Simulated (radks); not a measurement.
All-electron atom: S8+ in [He] 2s2 2p4 (the NIST ground configuration).

Method: non-relativistic Kohn-Sham, Slater X-alpha with alpha = 0.611, spin-unpolarised, spherical densities, point nucleus; computed with a radial shooting solver on a logarithmic mesh with Libxc functionals.

Energy parts (eV):
| part | energy |
|---|---|
| total | -9843.525 |
| kinetic | 9843.525 |
| electron-nucleus | -21801.287 |
| Hartree | 2549.532 |
| exchange | -435.295 |

Orbitals (lengths in bohr, moments of r in powers of bohr; r(90%) holds 90 % of the orbital's charge):
orbital  occ.  eigenvalue (eV)      <r>      <r^4>    <r^2>  r(90%)
1s          2        -2613.302  0.09753  0.0004194  0.01278   0.174
2s          2        -400.4089   0.4564     0.1048   0.2456   0.707
2p          4        -352.9170   0.4078    0.08429   0.2043   0.669

The highest occupied level is 2p at -352.92 eV. The electron density at the nucleus is 2657 e/bohr^3.
